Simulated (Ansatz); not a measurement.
Saddle point of BH₂SeF₃, singlet (BF₃ ([F][B]([F])[F]) + H₂Se → BHSeF₂ ([F][B]([F])[SeH]) + HF; bonds formed: B1–Se6, F2–H5; bonds broken: B1–F2, H5–Se6), PBE0-D4/def2-TZVP structure:

```
7
angstrom
B -0.2904 -0.6623 0.1569
F -1.1477 0.2426 -0.8313
F -0.1860 -1.8687 -0.3902
F -0.7994 -0.5360 1.3771
H -0.1674 0.7990 -0.9598
Se 1.4512 0.5452 -0.2207
H 1.1396 1.4801 0.8678
```

Energies are electronic, without zero-point energy. Barriers and step energies count from the start structure reached by relaxing down the imaginary mode; all methods use the PBE0-D4 structures, on which another method's saddle can fall below an end. Program: Ansatz 0.2.0. Basis: def2-TZVPP, with def2-QZVPP for the basis limit. Cores are frozen in the correlated methods. Filled d shells of the heavier atoms are correlated. The def2 sets are not built for correlating such inner shells, so the correlated values are less sure here. B3LYP uses VWN-RPA correlation. Extrapolation: Hartree–Fock as exp(−7.88 √X), correlation as X^−2.97.

| method | barrier (kcal/mol) | step energy (kcal/mol) |
| --- | --- | --- |
| SPW92 | 19.72 | 19.63 |
| PBE-D4 | 27.11 | 17.90 |
| BLYP-D4 | 33.16 | 20.17 |
| r2SCAN-D4 | ? | 21.34 |
| B97M-V | 36.85 | 23.03 |
| PBE0-D4 | 31.52 | 19.56 |
| B3LYP-D4 | ? | 21.51 |
| r2SCAN0-D4 | ? | 22.07 |
| BHLYP-D4 | 41.42 | 23.75 |
| CAM-B3LYP-D4 | 36.40 | 22.80 |
| wB97X-V | 35.00 | 21.31 |
| wB97M-V | 34.65 | 21.87 |
| B2PLYP | 36.37 | 21.35 |
| PBE-QIDH | 34.17 | 20.51 |
| RPA on PBE | 35.56 | 21.42 |
| HF | 54.92 | 26.93 |
| MP2 | 33.96 | 19.95 |
| CCSD | 39.71 | 22.39 |
| CCSD(T) | 36.52 | 21.46 |

Question: Fill in the withheld barriers. (Judge from chemistry; the value comes from the calculation.)

Answer: Computed: r2SCAN-D4 30.79; B3LYP-D4 36.10; r2SCAN0-D4 33.85 kcal/mol. Each is the energy of the saddle less that of the start structure, by the same method.

For comparison, the barrier by CCSD(T) at an estimated basis limit (MP2 extrapolated from triple and quadruple zeta, plus CCSD(T) − MP2 in triple zeta) is 36.18 kcal/mol.

The T1 diagnostic stays at or below 0.012.

Labels in which every atom is bracketed show which atoms are joined, not bond orders.

For scale, one of the runs: CCSD(T)/def2-TZVPP, 200 basis functions, launched by `ansatz run in.yaml --threads 4 --pin off --events-out ev --progress --plain --max-ram 9574MiB`. The run took 2.1 min on 4 CPU threads of an Arm Neoverse V1 (shared host), with 2.8 GiB of host memory at its peak.
